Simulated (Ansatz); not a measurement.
Ansatz (an electronic-structure program) job for Hf(OH)4 cation (H4HfO4), SMILES [OH][Hf]([OH])([OH])[OH] (connectivity only; charge and spin as stated), charge +1, multiplicity 2, PBE/def2-SVPD. Coordinates come from a PBE-D3(BJ)/def2-SVP optimisation. The spin state was assumed, not searched. The isomer is the one that the SMILES or the coordinates give; other isomers of the formula were not compared. The def2 effective core potentials stand for the cores of Hf; spin–orbit coupling is left out. One conformer was computed; it need not be the lowest.

Ansatz 0.2 input:
```yaml
crystal:
  periodic: [false, false, false]
  atoms:
    - {symbol: Hf, position_ang: [-0.00000000, -0.00000000, 0.00000000]}
    - {symbol: O, position_ang: [1.16131566, -1.16131567, 1.05438549]}
    - {symbol: H, position_ang: [1.71589168, -1.71589169, 1.63258188]}
    - {symbol: O, position_ang: [-1.16131566, 1.16131567, 1.05438549]}
    - {symbol: H, position_ang: [-1.71589168, 1.71589169, 1.63258188]}
    - {symbol: O, position_ang: [1.16131567, 1.16131567, -1.05438550]}
    - {symbol: H, position_ang: [1.71589168, 1.71589169, -1.63258187]}
    - {symbol: O, position_ang: [-1.16131567, -1.16131566, -1.05438550]}
    - {symbol: H, position_ang: [-1.71589169, -1.71589168, -1.63258188]}
basis:
  gaussian:
    orbitals: def2-SVPD
hamiltonian:
  xc: {name: PBE}
total_charge: 1
magnetization: {spin_polarized: true, initial_magnetization: 1}
```

Log of the run:

```
WARN ansatz: RAYON_NUM_THREADS=1 ignored (pool sized by the plan → 1); use --threads N
Functional definition: PBE
integrals: 0.08 GiB planned
1316 factors; their error is unknown
mean field: 0.74 GiB planned
mean field evaluation 1: about -9509.8947 eV, gradient 9.8e1 eV
mean field evaluation 2: about -9314.1952 eV, gradient 2.3e2 eV
mean field evaluation 4: about -9543.0605 eV, gradient 1.4e1 eV
mean field evaluation 8: about -9543.1702 eV, gradient 1.3e1 eV
mean field evaluation 16: about -9543.9373 eV, gradient 2.4e-1 eV
mean field evaluation 32: about -9543.9374 eV, gradient 1.2e-5 eV
mean field evaluation 64: about -9543.8809 eV, gradient 6.9e-1 eV
mean field evaluation 96: about -9543.8375 eV, gradient 2.6e0 eV
mean field evaluation 128: about -9542.9193 eV, gradient 7.6e-1 eV
mean field -9543.93742288 eV, -350.7332311776 hartree, gradient 8.0e-6 eV, S^2 0.754590; 11 other end points of the search recorded, 0 dependent functions left out
reference -9543.93747898 eV, -350.7332332394 hartree; 24, 23 occupied and 135, 136 virtual orbitals, 1316 factors
Total energy: -9543.93747898 eV, -350.7332332394 hartree
```

The run converged.

Cost: very roughly 60 core-seconds.
